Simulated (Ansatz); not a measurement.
Born–Oppenheimer molecular dynamics of C₂H₁₀SiSn (14 atoms, charge 0, multiplicity 1). It starts from a relaxed structure.

Method: RKS B3LYP-D4/def2-SVP in Ansatz.

- ensemble: NVE (velocity Verlet)
- time step: 0.5 fs
- steps asked: 150
- starting velocities drawn for: 500 K
- seed: 148718

First frame:

```xyz
14
Properties=species:S:1:pos:R:3
C -0.354 2.003 0.190
Si -1.321 0.388 0.054
C -0.293 -0.954 -0.780
Sn 1.532 -1.519 0.265
H -0.043 2.358 -0.807
H 0.555 1.874 0.799
H -0.966 2.792 0.656
H -2.578 0.627 -0.724
H -1.718 -0.075 1.419
H -0.891 -1.874 -0.889
H 0.000 -0.636 -1.794
H 1.147 -2.030 1.862
H 2.608 -0.177 0.351
H 2.308 -2.806 -0.574
```

Problem. How far do the bonds stretch over the last three quarters of this one trajectory? (Pairs bonded in most of those frames.)

Solution. 
```
   bond  mean (Å)  spread (Å)  shortest  longest
 C1–Si2     1.896       0.017      1.87     1.92
  C1–H5     1.107       0.026      1.06     1.15
  C1–H6     1.102       0.009      1.09     1.12
  C1–H7     1.102       0.008      1.09     1.11
 Si2–C3     1.892       0.021      1.86     1.92
 Si2–H8     1.501       0.018      1.47     1.53
 Si2–H9     1.504       0.040      1.44     1.56
 C3–Sn4     2.184       0.021      2.13     2.21
 C3–H10     1.107       0.022      1.07     1.15
 C3–H11     1.109       0.051      1.03     1.18
Sn4–H12     1.734       0.088      1.60     1.86
Sn4–H13     1.726       0.007      1.71     1.74
Sn4–H14     1.726       0.018      1.69     1.76
```

Mean temperature of the second half: 246 K. The conserved energy stayed within 0.26 meV per atom of its start (net change 0.17 meV per atom), so the integration is sound. The temperature averaged 0.49 of the 500 K drawn at the start: a run that starts near a minimum puts about half its kinetic energy into the potential. A run of 0.075 ps of so small a system gives no equilibrium averages.

The run took 14 min on 2 threads of Arm Neoverse N1 (shared host), peak memory 0.28 GiB.
